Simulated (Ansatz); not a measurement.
| atom | x (Å) | y (Å) | z (Å) |
| --- | --- | --- | --- |
| B | 0.0437 | -0.0163 | -0.8525 |
| N | -0.0422 | -0.0105 | 0.7465 |
| H | 0.0703 | -1.1321 | -1.1765 |
| H | -1.0660 | 0.5124 | -1.2997 |
| H | 0.9280 | 0.5298 | -1.2033 |
| H | 0.0952 | 0.9392 | 1.1090 |
| H | -0.9179 | -0.5339 | 1.0645 |
| H | 0.8304 | -0.4332 | 1.0306 |

Basis set: STO-3G (spherical functions). Frozen core: 2 orbitals. Charge 0, multiplicity 1.

Computed with Ansatz (development build ahead of 0.2.0); each method stands on the lowest determinant of its kind that the runs found. Restricted open shells among the atoms or ions are ROHF, correlated in semicanonical orbitals with singles.

The atomization energy at this shape (free ground-state atoms in the same class of orbitals less the molecule, no zero-point energy) of singlet BNH6:

| method | atomization energy |
| --- | --- |
| RHF | 24.62 eV |

Question: What does RHF-MP2 give?

Answer: 26.87 eV. Caution: the shape is not the minimum.

This basis has no polarisation functions and is too small for such energies, which can lie far from measured ones in either direction.
